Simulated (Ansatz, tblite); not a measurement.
Adding an electron: Rb₃H₂⁺. The state is a singlet with charge 1. Geometry: r2SCAN-D4/def2-TZVP. Ansatz, gas phase; energy differences of separate SCF runs; the reduced species was run as a doublet alone.

```xyz
5

Rb   -4.253   -2.114    1.911
Rb    0.232    0.068    0.489
Rb    3.959    2.014   -2.545
H     2.149    1.070   -1.078
H    -2.088   -1.038    1.223
```

In the def2 sets Rb takes a core potential; there is no spin–orbit coupling. The xTB rows come from tblite. HOMO above LUMO, or a gap near zero within one spin, warns that the state may not be the lowest or that an electron is smeared out. The structure comes from a short search, and lower isomers may exist.

Question: Estimate orbital energies and vertical electron affinities at: GFN1-xTB; GFN2-xTB; PBE-D4/def2-TZVP; r2SCAN-D4/def2-TZVP; PBE0-D4/def2-TZVP.

Answer: 
| level | −HOMO (eV) | −LUMO (eV) | vertical EA (eV) | HOMO–LUMO gap (eV) | remarks |
| --- | --- | --- | --- | --- | --- |
| GFN1-xTB | 14.15 | 10.67 | 9.35 | 3.48 | – |
| GFN2-xTB | 11.90 | 8.64 | 6.64 | 3.26 | – |
| PBE-D4/def2-TZVP | 6.40 | 3.82 | 2.92 | 2.59 | gap within one spin near zero (doublet) |
| r2SCAN-D4/def2-TZVP | 6.40 | 2.95 | 2.62 | 3.45 | gap within one spin near zero (doublet) |
| PBE0-D4/def2-TZVP | 7.33 | 3.24 | 2.70 | 4.08 | – |

  Raw xTB energy differences between charge states are shifted by several eV; the methods need an empirical correction for them.
